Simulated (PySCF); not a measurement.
# Shapes and spin states of H₂ReO

Computed with PBE0 in PySCF with Re def2-TZVP with ECP60, O def2-TZVP, H def2-TZVP; scalar-relativistic core potentials, no spin–orbit coupling; density-fitted integrals.

Relaxations began from a few typed shapes and spin states; open shells are unrestricted. The search is not exhaustive: other isomers or separated fragments can lie lower, and high-lying points may rest on an excited occupation.

```tsv
spin	group	bonds	angles	imaginary modes (cm⁻¹)	ΔE (kJ/mol)	ΔE with ZPE (kJ/mol)
quartet	Cs	Re–H 1.673 Å (×2), Re–O 1.692 Å	H–Re–H 106.9°, H–Re–O 113.5° (×2)	none	0.0	0.0
doublet	C2v	Re–H 1.683 Å (×2), Re–O 1.647 Å	H–Re–H 126.0°, H–Re–O 117.0° (×2)	none	6.8	9.6
quartet	C2v	Re–H 1.695 Å (×2), Re–O 1.697 Å	H–Re–H 128.1°, H–Re–O 115.9° (×2)	351i	10.0	–
quartet	C2v	Re–H 1.715 Å (×2), Re–O 1.724 Å	H–Re–H 87.4°, H–Re–O 136.3° (×2)	none	106.7	111.2
```

The lowest minimum found is the quartet Cs: Re–H 1.673 Å (×2), Re–O 1.692 Å; H–Re–H 106.9°, H–Re–O 113.5° (×2).

For the lowest minimum: with open d or f shells other occupations or spin states may lie lower. No spin–orbit coupling is included, which matters more the heavier the element.
